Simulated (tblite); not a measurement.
Write Cartesian coordinates for InChI=1S/C5H4F2Si/c6-4-2-1-3-5(7)8/h4H,8H3 as optimised with GFN2-xTB.

```
atom  x, y, z in Å
F1     4.4062    0.7151   -0.1065
C2     3.5398   -0.0836    0.5497
C3     2.2920   -0.2147    0.1880
C4     1.0825   -0.3386   -0.1764
C5    -0.1213   -0.5051   -0.5445
C6    -1.3929   -0.5576   -0.8440
F7    -1.8497   -1.4918   -1.7187
Si8   -2.7588    0.5812   -0.1668
H9     4.0032   -0.5855    1.3882
H10   -2.1028    1.5187    0.7388
H11   -3.7262   -0.2781    0.5156
H12   -3.3708    1.2396   -1.3199
```

Orientation and origin are arbitrary. Atoms count from 1 in this order. The C–C distances run from 1.269 Å (C3=C4, drawn double) to 1.307 Å (C5=C6, drawn double), a spread of 0.038 Å. Si8 (SiH3 silicon) is tetrahedral (angles from 106.4° to 112.8°).

Bonds between heavy atoms (Å): F1–C2 1.349, C2=C3 1.306, C3=C4 1.269, C4=C5 1.270, C5=C6 1.307, C6–F7 1.359, C6–Si8 1.903.

Structure optimised with GFN2-xTB, isolated species.

Point group: C1 (no symmetry element, even within 0.4 Å). Its GFN2-xTB frequencies are all real (lowest 53 cm⁻¹).

All values are computed, not measured.
